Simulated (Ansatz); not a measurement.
Geometry optimisation, RKS PBE-D4/cc-pVDZ in Ansatz 0.2.0.

input.yaml

```yaml
crystal:
  periodic: [false, false, false]
  atoms:
    - { symbol: C, position_ang: [0.07089, 1.90113, -1.41585] }
    - { symbol: C, position_ang: [0.04376, 1.16151, -0.45392] }
    - { symbol: B, position_ang: [0.01274, 0.30247, 0.75278] }
    - { symbol: Si, position_ang: [-0.06373, -1.66279, 0.56431] }
    - { symbol: H, position_ang: [0.09319, 2.54902, -2.24869] }
    - { symbol: H, position_ang: [0.03532, 0.8108, 1.81034] }
    - { symbol: H, position_ang: [-0.08058, -2.6618, 1.64028] }
    - { symbol: H, position_ang: [-0.11709, -2.39463, -0.70658] }
total_charge: 1
basis:
  gaussian: { orbitals: cc-pVDZ }
hamiltonian:
  xc: pbe
  dispersion: d4
relax:
  f_tol: 0.015
  max_steps: 40
```

Launched with:

```bash
$ ansatz run input.yaml --threads 1 --pin off --max-ram 2048MiB --backend cpu --events-out ev --progress --plain --runs-dir out
```

Problem. Where does it end, and by what steps?

Solution. The forces met the threshold. Limits of this set-up: the dipole of an ion depends on the origin. After 26 steps the energy has fallen by 1.061 eV; H7 moved furthest, 2.24 Å. Joined: C1–Si4, C2–Si4.

```tsv
step	energy less start (eV)	largest force component (eV/Å)	accepted
0	0.0000	2.081	yes
1	-0.1532	0.499	yes
2	-0.1685	0.155	yes
3	-0.1710	0.094	yes
4	-0.1787	0.059	yes
5	-0.1840	0.281	yes
6	-0.1931	0.434	yes
7	-0.2136	0.435	yes
8	-0.2531	0.287	yes
9	-0.2919	0.198	yes
10	-0.3263	0.163	yes
11	-0.3637	0.173	yes
12	-0.4021	0.212	yes
13	-0.4552	0.183	yes
14	-0.5048	0.268	yes
15	-0.5711	0.267	yes
16	-0.6422	0.540	yes
17	-0.7306	0.797	yes
18	-0.8362	0.997	yes
19	-0.7702	1.307	no
20	-0.9338	0.694	yes
21	-1.0002	0.671	yes
22	-1.0286	0.509	yes
23	-1.0455	0.247	yes
24	-1.0546	0.590	yes
25	-1.0603	0.065	yes
26	-1.0605	0.007	yes
```

```xyz
8
Properties=species:S:1:pos:R:3
C 0.375 0.675 -1.171
C -0.032 1.108 0.005
B -0.456 0.636 1.300
Si 0.075 -0.954 -0.165
H 0.690 1.101 -2.135
H -0.836 0.715 2.425
H 1.345 -1.609 0.265
H -1.167 -1.669 -0.582
```

Run time: 43 s on 1 thread of Intel(R) Xeon(R) Platinum 8488C (Sapphire Rapids), with other jobs on the host, peak memory 0.14 GiB.
